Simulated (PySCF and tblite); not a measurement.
Results of a calculation; reference values are marked as such.
Molecule: C3H6OSe, numbered as in [CH2:1]1[CH2:2][Se:3][CH2:4][O:5]1; H named by carrier, a and b as here (phase angle P 72°, Å):

```
C1      -0.328   -0.817   -0.440
C2      -1.254    0.162    0.281
Se3     -0.014    1.363    1.229
C4       1.406    0.578    0.038
O5       0.750   -0.088   -0.970
H1a      0.035   -1.581    0.262
H1b     -0.830   -1.302   -1.280
H2a     -1.834    0.756   -0.425
H2b     -1.915   -0.331    0.990
H4a      2.007   -0.090    0.671
H4b      2.022    1.369   -0.387
```

The ring 1–2–3–4–5 is held at Altona–Sundaralingam phase angles P (ν_j = ν_max cos(P + 144°(j − 2)), ν_j about the bond from ring atom j to j + 1, counted from 0) and the rest relaxed at GFN2-xTB. Energies: BHandHLYP/pcSseg-1 + D3(BJ). Couplings: B3LYP/pcseg-1 with H pcJ-1, gas phase, for ¹H. (tblite 0.8, PySCF 2.14.)

One held structure gave ³J(H1a,H2a) = 13.3, ³J(H1b,H2b) = 0.6, ³J(H1b,H2a) = 7.4, ³J(H1a,H2b) = 5.7, ⁴J(H2a,H4b) = 0.7, ⁴J(H2b,H4a) = -1.4, ²J(H4a,H4b) = -5.1, ⁴J(H1b,H4b) = -0.9 Hz.

Task: At which phase angle P was it held?
A. 144°
B. 288°
C. 216°
D. 72°
E. 0°

Result: A. It lies 2.95 kcal/mol above the lowest point.

Spin–orbit effects of heavy atoms are missing.
